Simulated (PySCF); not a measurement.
TaO2, SMILES [O]=[Ta]=[O] (connectivity only; charge and spin as stated), neutral, multiplicity 2.

Geometry: PBE-D3(BJ)/def2-TZVP. The multiplicity is an assumed one; other spin states were not compared. The def2 effective core potentials stand for the cores of Ta; spin–orbit coupling is left out.

These are TDA-ωB97X/def2-TZVPD run with PySCF values and carry that method's errors.

Vertical excitations. The molecule is in vacuum.

**Question.** Estimate the UV-visible absorptions. (The exact figures need the calculation; the answer reports its results.)

**Answer.** 
| state | energy (eV) | λ (nm) | f | main pairs |
|---|---|---|---|---|
| root 1 | 1.59 | 781 | 0.039 | α HOMO→LUMO 90 % |
| root 2 | 1.85 | 669 | 0.041 | α HOMO→LUMO+1 92 % |
| root 3 | 2.83 | 437 | 0.002 | β HOMO→LUMO 92 % |
| root 4 | 3.47 | 357 | 0.000 | α HOMO→LUMO+4 96 % |
| root 5 | 3.88 | 320 | 0.000 | α HOMO−1→LUMO 88 % |
| root 6 | 3.93 | 315 | 0.003 | β HOMO−1→LUMO 92 % |
| root 7 | 4.05 | 306 | 0.002 | β HOMO−2→LUMO 91 % |
| root 8 | 4.09 | 303 | 0.045 | α HOMO→LUMO+2 73 %, α HOMO→LUMO+7 17 % |
| root 9 | 4.13 | 300 | 0.009 | α HOMO−1→LUMO+1 74 %, β HOMO→LUMO+1 10 % |
| root 10 | 4.28 | 289 | 0.000 | β HOMO→LUMO+2 62 %, β HOMO−3→LUMO 31 % |
Unrestricted roots are not spin-pure.
